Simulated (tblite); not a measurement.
C6H5N2O (doublet state).
Cartesian coordinates in Å at the GFN2-xTB level; atoms count from 1:
```
atom  x, y, z in Å
N1     1.0529    3.2397   -0.6578
C2     0.9791    2.1281   -0.3906
C3     0.8761    0.7642   -0.0673
C4     1.9158   -0.0653    0.2804
O5     1.5249   -1.3169    0.5334
C6     0.1133   -1.3867    0.3540
C7    -0.3151   -0.0042   -0.0441
C8    -1.6334    0.4196   -0.3287
N9    -2.7085   -0.2747   -0.3073
H10    2.9641    0.1494    0.3741
H11   -0.3417   -1.7239    1.2959
H12   -0.1033   -2.1432   -0.4133
H13   -1.7488    1.4660   -0.5985
H14   -2.5761   -1.2526   -0.0524
```

Computed with GFN2-xTB (tblite): harmonic, unscaled wavenumbers at the GFN2-xTB geometry, gas phase. Errors from tens to a few hundred cm⁻¹ against measured bands are possible. One conformer, not necessarily the lowest. Open shells enter through the occupations alone, without spin polarisation, and single modes of such species can be off by tens of per cent.

**Question.** How many normal modes are there?

**Answer.** 14 atoms, non-linear: 3N − 6 = 36.

**Question.** What is the point group of the computed structure, and how do the modes divide by symmetry?

**Answer.** Cs. The vibrations span 24 a′ + 12 a″.

**Question.** How many distinct wavenumbers does the calculation give?

**Answer.** 36: Cs has no degenerate species.

**Question.** How many fundamentals are allowed in the infrared by symmetry?

**Answer.** 36 of 36: in Cs every mode is allowed. All fundamentals are allowed in the Raman spectrum.

**Question.** Zero-point energy?

**Answer.** Half the sum of the wavenumbers, 21358 cm⁻¹, or 255.5 kJ/mol from 36 modes; those above 1550 cm⁻¹ give 114.8 kJ/mol of it.

**Question.** What thermal excitation has the softest real mode at 298.15 K?

**Answer.** θ = hcν̃/k = 158 K for 109.8 cm⁻¹, so N1/N0 = 0.59 and ⟨v⟩ = 1/(exp(θ/T) − 1) = 1.4.
